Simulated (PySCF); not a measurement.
FGaH₄N₂, SMILES [NH2][Ga]([NH2])[F].

Geometry optimised at PBE0-D3(BJ)/def2-SVP. The structure was generated by enumeration; whether it is a known compound was not checked. Other conformers were not sampled.

Level of theory: r2SCAN/def2-TZVP (PySCF).

Symmetry labels are those of the subgroup C2 that the program uses (full group C2).

Computed valence orbital energies around the gap with their symmetry:
```tsv
orbital	symmetry	energy (eV)
HOMO−7	B	-12.24
HOMO−6	A	-12.01
HOMO−5	B	-9.88
HOMO−4	A	-9.54
HOMO−3	B	-8.99
HOMO−2	B	-8.54
HOMO−1	B	-6.77
HOMO	A	-6.17
LUMO	A	-0.75
LUMO+1	B	0.33
LUMO+2	A	1.47
LUMO+3	B	1.49
```
